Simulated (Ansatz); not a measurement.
CH3AlO2 at its PBE0-D4/def2-TZVP geometry, where that method's forces vanish. Charge 0, multiplicity 1. The bonds changed during the relaxation, so this is another structure than the one it started from.

```csv
atom,x (Å),y (Å),z (Å)
O1,0.780,0.824,0.424
C2,0.636,0.602,-0.810
O3,-0.201,-0.275,-1.162
Al4,-0.557,-0.527,0.710
H5,1.219,1.154,-1.554
H6,0.065,-1.870,1.256
H7,-1.943,0.093,1.137
```

Problem. For each bond, give half the difference of the two atoms' forces along it (eV/Å; positive pushes the atoms apart) under PBE-D4, r2SCAN-D4, B3LYP-D4, ωB97M-V in def2-TZVPP. (Best estimate.)

Solution. The calculation gave: 
```csv
bond,length (Å),PBE-D4,r2SCAN-D4,B3LYP-D4,ωB97M-V
O1–C2,1.262,0.73,0.34,0.27,0.18
O1–Al4,1.921,0.34,0.05,0.17,0.13
C2–O3,1.262,0.73,0.34,0.27,0.17
C2–Al4,2.238,0.51,0.18,0.42,0.33
C2–H5,1.095,-0.22,-0.18,-0.30,-0.25
O3–Al4,1.921,0.34,0.05,0.17,0.13
Al4–H6,1.577,-0.02,-0.02,-0.13,-0.15
Al4–H7,1.577,-0.02,-0.02,-0.13,-0.15
```

B3LYP here is the variant with VWN-RPA as its local correlation; programs differ in this.

All numbers were calculated with Ansatz.
